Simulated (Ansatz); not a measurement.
The cluster HgI₂⁺ (the lowest doublet isomer of a short search). Charge 1, multiplicity 2. Geometry PBE0-D4/def2-TZVP, basis def2-TZVP, Ansatz.

```xyz
3

Hg    0.0000    0.0000    0.0000
I    -2.3687   -0.2635    0.9766
I     2.3687    0.2635   -0.9766
```

| run | HOMO (eV) | LUMO (eV) |
| --- | --- | --- |
| A | -11.91 | -11.49 |
| B | -12.48 | -11.29 |
| C | -12.17 | -11.60 |
| D | -11.66 | -11.66 |
| E | -12.75 | -10.76 |
| F | -11.95 | -11.73 |

In the def2 sets Hg, I take a core potential; there is no spin–orbit coupling. HSE06 is defined as in plane-wave codes, on full-range PBE exchange. HOMO above LUMO, or a gap near zero within one spin, warns that the state may not be the lowest or that an electron is smeared out. The structure comes from a short search, and lower isomers may exist.

HOMO and LUMO are taken over both spins.

Task: The runs used B97M-V, BHLYP, HSE06, PBE, PBE0, r2SCAN. Estimate which is which.

Result: A B97M-V (0 % exact exchange); B PBE0 (25 % exact exchange); C HSE06 (range-separated); D PBE (0 % exact exchange); E BHLYP (50 % exact exchange); F r2SCAN (0 % exact exchange). Exact exchange lowers occupied and raises empty levels; among semilocal functionals meta-GGAs tend to open the gap a little, and such runs are hard to tell apart. The gap grows from 0.00 eV (PBE) to 1.98 eV (BHLYP). At PBE-D4/def2-TZVP the gap within one spin of the charge 1 doublet nearly closes, so an electron or hole may be smeared out by delocalisation error.
